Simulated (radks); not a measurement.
Initial-state core-level shifts of the chromium ion Cr+ when its valence configuration changes from [Ar] 3d5. All-electron calculation, scalar-relativistic Kohn-Sham, PBEsol, spin-polarised, spherical densities, finite nucleus; open shells are filled with parallel spins first; Fermi nuclear charge, rms radius 3.6452 fm. Program: a radial shooting solver on a logarithmic mesh with Libxc functionals. Shifts are changes of the shell-averaged eigenvalues in eV (positive: less bound); the change of the density at the nucleus, which sets a Mossbauer isomer shift, is in e/bohr^3, on a base of 1.148e+04.

valence	1s	2s	2p	3p	density at nucleus
3d4 4p1	-6.534	-7.201	-7.133	-6.396	+1.167
3d4 4s1	-5.235	-5.972	-5.902	-5.091	+7.464
3d3 4p2	-14.267	-15.884	-15.725	-13.602	+3.089
3d4.5 4p0.5	-3.105	-3.404	-3.373	-3.077	+0.493
3d3.5 4p1.5	-10.261	-11.368	-11.257	-9.915	+2.032
3d3 4s2	-11.958	-13.587	-13.437	-11.340	+16.304
3d3.5 4s0.5 4p1	-9.628	-10.762	-10.651	-9.284	+5.420
3d4.5 4s0.5	-2.455	-2.797	-2.764	-2.419	+3.470
3d3 4s1 4p1	-13.022	-14.678	-14.521	-12.371	+10.313
